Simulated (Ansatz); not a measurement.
`FB[SiH3]` + arsine → `FB[AsH2]` + SiH₄ at 700 K and 1 bar (cleavage of the B–Si bond).

Computed with Ansatz on PBE0-D4/def2-TZVP structures; ΔE is electronic, products minus reactants. CBS: MP2 limit from def2 TZ/QZ plus the TZ coupled-cluster correction, frozen cores. This one scheme is used for every species. For As outer-core shells are correlated without core-valence functions, which leaves a few kJ/mol of doubt a bond. Scalar relativity is left out up to krypton.

```csv
species,CCSD(T)/CBS energy (Eh),H − E (kJ/mol),S (J/(mol·K))
`FB[SiH3]`,-416.08982,157.1,377.6
`[AsH3]`,-2236.79077,87.1,262.7
`FB[AsH2]`,-2361.43380,129.7,364.6
SiH₄,-291.46306,115.5,252.9
```

H − E and S are ideal-gas, rigid-rotor, harmonic terms from PBE0-D4/def2-TZVP, for one conformer and one mirror image of each species. 1 Eh = 2625.50 kJ/mol, R = 8.31446 J/(mol·K).

Question: By hand: ΔE, ΔH, ΔS and ΔG.

Answer: ΔE = (-2361.43380) + (-291.46306) − (-416.08982) − (-2236.79077) = -0.01627 Eh = -42.7 kJ/mol. Δ(H − E) = 129.7 + 115.5 − 157.1 − 87.1 = 1.0, so ΔH = -41.7 kJ/mol. ΔS = 364.6 + 252.9 − 377.6 − 262.7 = -22.8 J/(mol·K). ΔG = -41.7 − 700 × (-22.8)/1000 = -25.7 kJ/mol.

Question: By hand: the equilibrium constant, and the temperature at which ΔG would vanish if ΔH and ΔS stayed fixed.

Answer: log₁₀ K = −ΔG/(RT ln 10) = 1.9. ΔG = 0 at ΔH/ΔS = 1829 K.

TΔS isn't small against ΔH here. A doubt of 5 kJ/mol in ΔE shifts log₁₀ K by 0.4 here. Other conformers and mirror images would add mixing entropy, several J/(mol·K) or more a flexible species. Modes under 60 cm⁻¹, often nearly free rotors, make the harmonic entropy too high. These are equilibria of isolated gas molecules and say nothing of rates. Largest T1 diagnostic: 0.014 (customary marks: 0.02 for closed shells, 0.045 for open ones).
